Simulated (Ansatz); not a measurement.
Program: Ansatz 0.2.0.

A structure relaxed at PBE0-D4/def2-TZVP, charge 0, multiplicity 1:

```
atom   x (Å)   y (Å)   z (Å)
  C1   1.209   1.054  -1.643
  O2   0.631   1.058  -0.364
 Sn3  -1.269   0.584  -0.146
  S4  -1.381  -0.277   2.063
  C5  -0.083  -1.545   1.927
  H6   0.910   1.928  -2.238
  H7   2.297   1.086  -1.530
  H8   0.962   0.153  -2.223
  H9  -1.554  -0.603  -1.349
 H10  -2.249   1.973  -0.274
 H11   0.859  -1.103   1.605
 H12  -0.376  -2.344   1.247
 H13   0.043  -1.963   2.926
```

Question: Give its formula and SMILES.

Answer: C2H8OSSn, `C[O][SnH2][S]C`.

Question: Point group (tolerance 0.08 Å, 0.16 Å for H)?

Answer: C1.

Question: Summarise the bond lengths by kind.

Answer: 1 × C–O 1.403 Å; 6 × C–H 1.089 to 1.100 Å; 1 × O–Sn 1.970 Å; 1 × S–Sn 2.373 Å; 2 × H–Sn 1.705 to 1.714 Å; 1 × C–S 1.820 Å.
